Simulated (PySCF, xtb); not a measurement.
B(PH2)3 (BH₆P₃), SMILES B(P)(P)P. Other conformers were not sampled.

Harmonic wavenumbers (cm⁻¹) from xtb with GFN2-xTB at its own minimum, in rising order: 146, 147, 167, 190, 194, 238, 386, 552, 608, 646, 693, 706, 724, 890, 902, 1105, 1106, 1125, 2300, 2313, 2317, 2383, 2393, 2397.

Task: What does PBE-D3(BJ)/def2-SVP (PySCF 2.14.0) give at its own minimum? (Estimate from the structure and the level; the computed values follow.)

Result: 158, 163, 180, 225, 227, 274, 376, 499, 564, 623, 673, 684, 694, 914, 921, 1048, 1058, 1075, 2333, 2335, 2341, 2356, 2362, 2362. Paired by order, the mean absolute difference is 30 cm⁻¹ and the zero-point energies are 35.2 and 34.9 kcal/mol.
